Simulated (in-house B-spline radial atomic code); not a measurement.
RPA correlation on PBE0: the chromium ion Cr⁺

Configuration [Ar] 3d5, highest spin, mean-field start PBE0. Computed with an all-electron radial atomic-structure program (B-spline basis): all electrons, scalar-relativistic (spin-free one-electron X2C), finite nucleus, each spin shell either full or empty, empty states to l = 9 with an (l + 1/2)⁻⁴ tail; G0W0 by contour deformation at full frequency.

The highest G0W0 level has too low a weight to be given.

Command:
```bash
python run_gw.py task.json out
```
Settings (radii: box in bohr, nucleus in fm):
```
Z                        24
electrons                23
configuration            [Ar] 3d5
hamiltonian              x2c
method                   pbe0
lmax                     9
rms_radius               3.6452
spin_polarised           True
box_radius               23.78
intervals                71
```

Time taken, with all properties: 5.2 s on 1 thread of Arm Neoverse N1, with other jobs on the host.

Energies (hartree):

```json
{"term": "mean-field total", "value": "-1050.34036"}
{"term": "Hartree-Fock functional on these orbitals", "value": "-1049.44288"}
{"term": "direct second order", "value": "-1.7839"}
{"term": "second-order exchange", "value": "0.59077"}
{"term": "SOSEX correction", "value": "0.53146"}
```

What is the RPA correlation energy, and what remains with SOSEX?

RPA gives -1.5177 hartree (-1.8 eV per electron); RPA + SOSEX gives -0.98628, and the second-order doubles -1.1931 hartree (no singles). SOSEX takes back 35 % of the RPA value.
